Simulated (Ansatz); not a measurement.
Molecule: MnF (charge 0, septet). SMILES: [F][Mn]
Structure (B3LYP-D3(BJ)/def2-TZVP (Ansatz, an electronic-structure program) minimum search):
```
Mn
F 1 1.8392
```
Charge 0, spin multiplicity 7.

Quantity: size of the dipole moment, in D. Terms: LANL2DZ with its own core potentials from Na on; no spin-orbit coupling; non-relativistic; UHF or UKS for open shells; 6-31G* and kin with 6d, 5d where marked. Ab initio and DFT rows: single points at B3LYP-D3(BJ) geometries (Ansatz). The spin state of an ion or metal species was assumed, not searched.

```tsv
level	program	size of the dipole moment (D)
PBE/STO-3G	Ansatz	0.27
PBE/3-21G	Ansatz	1.77
PBE/LANL2DZ	Ansatz	1.98
PBE/6-31G*	Ansatz	1.97
PBE/def2-SVP	Ansatz	2.30
PBE/6-31G* with LANL2DZ past Ar	Ansatz	1.37
```

No value to compare with is used here. The 6 habitual levels span 0.27 (PBE/STO-3G) to 2.30 D (PBE/def2-SVP).

The sets are all those run for this method; left out are runs that failed, that the program found above a lower state of the same kind, or whose <S^2> lies over 0.5 above the pure value.
